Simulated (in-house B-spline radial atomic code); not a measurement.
# RPA and G0W0 on SCAN: O4+

Configuration [He] 2s2, mean-field start SCAN. Computed with an all-electron radial atomic-structure program (B-spline basis): all electrons, scalar-relativistic (spin-free one-electron X2C), finite nucleus, each spin shell either full or empty, empty states to l = 9 with an (l + 1/2)⁻⁴ tail; G0W0 by contour deformation at full frequency.

Command:
```bash
python run_gw.py task.json out
```
Settings (radii: box in bohr, nucleus in fm):
```
Z                        8
electrons                4
configuration            [He] 2s2
hamiltonian              x2c
method                   scan,scan
lmax                     9
rms_radius               2.6991
spin_polarised           False
box_radius               11.96
intervals                70
ion_configuration        [He] 2s1
```

Time taken, with all properties: 2.3 s on 1 thread of Arm Neoverse N1, on a shared host.

Energies (hartree):

| term | value |
| --- | --- |
| mean-field total | -68.39163 |
| Hartree-Fock functional on these orbitals | -68.30984 |
| direct second order | -0.35943 |
| second-order exchange | 0.17661 |
| SOSEX correction | 0.12895 |

(1) What is the RPA correlation energy, and what remains with SOSEX?

Quasi-particle levels (eV):

| level | occupied | mean field | Σx - vxc | Σc | QP weight | G0W0 |
| --- | --- | --- | --- | --- | --- | --- |
| 2s | yes | -103.25 | -8.15 | ? | ? | ? |
| 1s | yes | -625.74 | -43.87 | 6.89 | 0.892 | -662.72 |
| 2p | no | -88.33 | 12.02 | -1.67 | 0.965 | -77.98 |

G0W0 = mean field + (Σx - vxc) + Σc, with Σc (partial-wave tail included) taken at the quasi-particle energy.

(2) Where does G0W0 put 2s?

## Answers

(1) RPA gives -0.26285 hartree (-1.79 eV per electron); RPA + SOSEX gives -0.13391, and the second-order doubles -0.18282 hartree (no singles). SOSEX takes back 49 % of the RPA value.

(2) At -113.96 eV, with Σc = -2.56 eV and a quasi-particle weight of 0.946. The tabulated removal energy is 113.899 eV (NIST, measured).
